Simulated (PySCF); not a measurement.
Isomers C₂H₄BFO₂:

A. `C=C(F)B(O)O`
B. SMILES C=COB(O)F
C. `FB1OCCO1`

Spectrum 1. 1H NMR (400 MHz, computed): δ 4.21 (s, 4H). 13C{1H} NMR (computed): δ 66.8 (CH2).

Spectrum 2. 1H NMR (400 MHz, computed): δ 6.31 (dd, J = 16.1, 8.3 Hz, 1H), 5.66 (dd, J = 16.1, 1.1 Hz, 1H), 4.71 (ddd, J = 8.3, 2.4, 1.1 Hz, 1H), 3.64 (br s, 1H). 13C{1H} NMR (computed): δ 152.5 (CH, d, J = 4.6 Hz), 104.2 (CH2).

Spectrum 3. 1H NMR (400 MHz, computed): δ 5.64 (d, J = 46.5 Hz, 1H), 5.54 (d, J = 20.2 Hz, 1H), 2.98 (br s, 2H). 13C{1H} NMR (computed): δ 174.0 (C, d, J = 338.9 Hz), 115.8 (CH2, d, J = 10.0 Hz).

Theory: shieldings: GIAO PBE0/pcSseg-1, J couplings at B3LYP/pcJ-1 (spin–dipole term left out of most H,H and C,H couplings), geometry: PBE0-D3(BJ)/def2-SVP, in PySCF 2.14 (no solvent, relativity neglected, single conformer, one averaged value for each set of equivalent atoms).

Shifts are taken against calculated references (same method and geometry level): TMS for 1H, 13C. Multiplet labels drop J under 1 Hz and among equivalent protons, and merge close values. Unscaled 3J(H,H) run several per cent high. One-bond C–F couplings are unscaled and too large by tens of Hz. Carbons bonded to boron are broad in practice. Shifts are as computed. Against solution values, carbons near 30 ppm lie about +2 ppm off and those near 130 ppm about +5 ppm. Of 1211 compounds with measured shifts, 218 miss one by over three times the rms of a fit or turn the order of signals round; such compounds aren't used in these exercises. OH and NH positions are gas-phase values without hydrogen bonding to other molecules.

**Question.** Which spectrum belongs to which compound?

**Answer.** 1–C, 2–B, 3–A.

- Spectrum 1 (C): a single 13C signal, at 66.8 ppm (sp3 CH2 bonded to O); δH 4.21 is the hydrogen on an sp3 CH2 bonded to O.
- Spectrum 2 (B): 2 13C signals; δC 152.5 is an alkene carbon bearing oxygen; δC 104.2 is a β carbon of an enol-ether or enamine type C=C.
- Spectrum 3 (A): 2 13C signals; δC 115.8 is a terminal =CH2 carbon; δH 5.64 is the hydrogen on a terminal =CH2 carbon.
